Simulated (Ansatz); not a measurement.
Computed with Ansatz on PBE0-D4/def2-TZVP structures; ΔE is electronic, products minus reactants. CCSD(T)/CBS is the MP2 limit (def2-TZVPP, def2-QZVPP) plus CCSD(T) − MP2 in def2-TZVPP, frozen cores. This one scheme is used for every species. Double bonds are as drawn, so ΔE can hold a change between cis and trans. DFT in def2-TZVPP. B3LYP here is the variant with VWN-RPA as its local correlation; programs differ in this. One conformer a species, not always the lowest.

Consider the substitution at a C–C bond: `B/C=C/C` + silanol → `B/C=C/O[SiH3]` + CH₄.

```csv
level,ΔE (eV)
B3LYP-D4,-0.01
PBE,0.00
B3LYP,0.02
MP2/def2-QZVPP,0.13
```

Q: What does CCSD(T)/CBS give? (Best estimate.)

A: Ansatz gave: +0.13 eV. The listed levels differ from it by -0.14, -0.13, -0.11, 0.00 eV.

Largest T1 diagnostic among the species: 0.013.

From PBE to PBE0 (25 % exact exchange), in def2-TZVPP and without D4, ΔE moves by +0.06 eV.
